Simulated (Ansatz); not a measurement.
A set of 12 reactions (isomerisation), with CCSD(T)/CBS values in kJ/mol:

```tsv
reaction	ΔE
`C=C1O[SiH2]O1` → `O=C1CO[SiH2]1`	110.3
`CC#CC=O` → `C#COC=C`	120.5
`FC1CO1` → `CC(=O)F`	-170.6
`Cl[SiH]1NCO1` → `O[Si]1(Cl)CN1`	26.2
`[SiH3]C([SiH3])I` → `[SiH3]C[SiH2]I`	-132.3
`C=CC(=C)Cl` → `C#CCCCl`	62.0
`C=N[SiH2]S` → `CS[Si]N`	-51.6
`[SiH3][CH2][GeH2][PH2]` → `[CH3][GeH2][SiH2]P`	-9.4
`CSB(C)O` → `COBCS`	164.6
`C=C/N=C/O[SiH3]` → `C[SiH2]C1N=CO1`	124.6
`C[SiH2][Se]C#N` → `N=C=C([SiH3])[SeH]`	179.9
`BOC([SiH3])[SiH3]` → `C[SiH2]OB[SiH3]`	-185.2
```

Isolated molecules relaxed with PBE0-D4/def2-TZVP in Ansatz; ΔE leaves out vibrations. CCSD(T)/CBS adds triple-zeta CCSD(T) − MP2 to the extrapolated MP2 energy (def2 sets, frozen cores). Functionals use def2-TZVPP. B3LYP here is the variant with VWN-RPA as its local correlation; programs differ in this. def2 core potentials past Kr. For Ge, I, Se outer-core shells are correlated without core-valence functions, which leaves a few kJ/mol of doubt a bond. Scalar relativity is left out up to krypton. Each species was taken in one conformer, which may not be the lowest.

Give the mean, mean absolute and largest difference (level minus CCSD(T)/CBS, kJ/mol) for: PBE-D4, r2SCAN-D4, PBE0-D4, r2SCAN, PBE0, B3LYP, HF/def2-TZVPP, MP2/def2-TZVPP, SCS-MP2/def2-TZVPP, CCSD(T)/def2-TZVPP, MP2/def2-QZVPP, SCS-MP2/def2-QZVPP, HF/CBS(def2), CCSD/CBS(def2). (Estimate.)

The calculation gave: 
```json
{"level": "PBE-D4", "mean": "-4.7", "mean absolute": "10.8", "largest": "-30.4"}
{"level": "r2SCAN-D4", "mean": "-1.8", "mean absolute": "6.4", "largest": "-23.9"}
{"level": "PBE0-D4", "mean": "-3.6", "mean absolute": "8.0", "largest": "-22.8"}
{"level": "r2SCAN", "mean": "-1.9", "mean absolute": "6.5", "largest": "-23.7"}
{"level": "PBE0", "mean": "-4.1", "mean absolute": "7.8", "largest": "-22.3"}
{"level": "B3LYP", "mean": "-2.0", "mean absolute": "8.1", "largest": "-23.5"}
{"level": "HF/def2-TZVPP", "mean": "3.6", "mean absolute": "15.6", "largest": "41.0"}
{"level": "MP2/def2-TZVPP", "mean": "1.7", "mean absolute": "4.6", "largest": "10.3"}
{"level": "SCS-MP2/def2-TZVPP", "mean": "2.9", "mean absolute": "5.5", "largest": "12.7"}
{"level": "CCSD(T)/def2-TZVPP", "mean": "0.9", "mean absolute": "2.3", "largest": "5.5"}
{"level": "MP2/def2-QZVPP", "mean": "1.2", "mean absolute": "4.7", "largest": "-8.5"}
{"level": "SCS-MP2/def2-QZVPP", "mean": "2.3", "mean absolute": "4.6", "largest": "10.1"}
{"level": "HF/CBS(def2)", "mean": "3.6", "mean absolute": "16.0", "largest": "42.2"}
{"level": "CCSD/CBS(def2)", "mean": "-0.1", "mean absolute": "2.3", "largest": "-4.8"}
```

The largest T1 diagnostic in the set is 0.015, for `O=C1CO[SiH2]1` (customary mark 0.02).

CCSD(T)/CBS is a level of theory with its own doubt, and the functionals carry their triple-zeta basis error, so these figures describe this set and don't rank the functionals.
